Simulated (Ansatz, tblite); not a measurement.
Removing an electron: Si(NMeEt)2Me2 (C8H22N2Si). Total charge 0; singlet. Geometry: PBE-D4/def2-SVP. Ansatz, gas phase; energy differences of separate SCF runs; the oxidised species was run as a doublet alone.

```xyz
33

Si    0.175    0.219    0.314
N     0.730   -1.315   -0.348
C    -0.188   -2.440   -0.375
C     2.132   -1.655   -0.542
C     2.828   -2.277    0.677
H    -0.084   -3.020   -1.322
H    -0.050   -3.162    0.467
H    -1.232   -2.067   -0.329
H     2.211   -2.359   -1.405
H     2.687   -0.743   -0.850
H     3.877   -2.556    0.443
H     2.848   -1.565    1.529
H     2.308   -3.195    1.020
N    -1.283    0.634   -0.582
C    -1.226    0.677   -2.032
C    -2.438    1.292    0.012
C    -2.378    2.827    0.030
H    -2.155    0.252   -2.483
H    -1.099    1.704   -2.455
H    -0.375    0.061   -2.388
H    -3.354    0.970   -0.541
H    -2.571    0.922    1.050
H    -3.309    3.260    0.450
H    -1.527    3.183    0.648
H    -2.248    3.243   -0.990
C     1.575    1.471    0.096
H     2.486    1.206    0.671
H     1.229    2.462    0.456
H     1.863    1.587   -0.970
C    -0.296    0.120    2.143
H     0.592   -0.206    2.724
H    -1.101   -0.623    2.322
H    -0.628    1.094    2.558
```

The xTB rows come from tblite.

```tsv
level	−HOMO (eV)	vertical IE (eV)	−LUMO (eV)	HOMO–LUMO gap (eV)
GFN1-xTB	10.08	12.54	3.73	6.35
GFN2-xTB	9.19	11.74	3.19	6.00
PBE-D4/def2-SVP	4.53	7.01	-0.46	4.99
PBE0-D4/def2-SVP	5.86	7.45	-1.29	7.15
```

 Raw xTB energy differences between charge states are shifted by several eV; the methods need an empirical correction for them.
